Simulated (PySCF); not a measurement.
**How the functional moves excitation energies**

Compound: C3H8BFO.
InChI=1S/C3H8BFO/c1-2-3(5)6-4/h3H,2,4H2,1H3/t3-/m1/s1

Linear-response calculations in the def2-SVPD basis (PySCF; singlets by full response, triplets Tamm–Dancoff, core orbitals frozen in the response; HF means time-dependent Hartree–Fock). 'Strongest' is the level of largest summed f among the singlets computed (10 roots, of which the last may lack a degenerate partner); it can jump between rows when another state enters that window. S1 is the lowest singlet of each run and needn't be the same state throughout; f(S1) is that of one state. Isolated species at its PBE0-D3(BJ)/def2-SVP geometry (one conformer only).

| functional | kind | S1 (eV) | f(S1) | strongest (eV) | T1 (eV) | HOMO (eV) | gap (eV) | ionisation energy, ΔSCF (eV) |
| --- | --- | --- | --- | --- | --- | --- | --- | --- |
| LDA | LDA | 5.69 | 0.001 | 8.03 | 5.24 | -7.51 | 5.48 | 10.90 |
| PBE | GGA | 5.86 | 0.002 | 8.05 | 5.32 | -7.44 | 5.69 | 10.82 |
| B3LYP | global hybrid, 20% exact exchange | 6.27 | 0.000 | 8.59 | 5.71 | -8.75 | 7.77 | 11.33 |
| PBE0 | global hybrid, 25% exact exchange | 6.31 | 0.000 | 8.80 | 5.66 | -8.95 | 8.22 | 11.14 |
| BHandHLYP | global hybrid, 50% exact exchange | 6.70 | 0.000 | 9.42 | 6.05 | -10.44 | 10.69 | 11.58 |
| CAM-B3LYP | range-separated hybrid | 6.36 | 0.000 | 9.04 | 5.76 | -10.44 | 10.77 | 11.46 |
| wB97X-D | range-separated hybrid | 6.47 | 0.000 | 9.09 | 5.96 | -10.90 | 12.10 | 11.36 |
| LC-wPBE | range-separated hybrid | 6.46 | 0.000 | 9.29 | 5.74 | -11.78 | 13.36 | 11.65 |
| HF | Hartree–Fock | 7.33 | 0.000 | 10.55 | 6.42 | -12.72 | 14.91 | not settled |

S1 runs from 5.69 eV (LDA) to 7.33 eV (HF), a spread of 1.64 eV, while the orbital gap spreads over 9.4 eV. Along PBE (0%), B3LYP (20%), PBE0 (25%), BHandHLYP (50%), HF (100%) S1 rises with the share of exact exchange. −ε(HOMO) comes closest to its own ΔSCF ionisation energy with LC-wPBE (+0.13 eV) and misses most with LDA (-3.39 eV). 'Not settled' means that the ion's SCF failed to converge or may have ended in another state than the lowest.
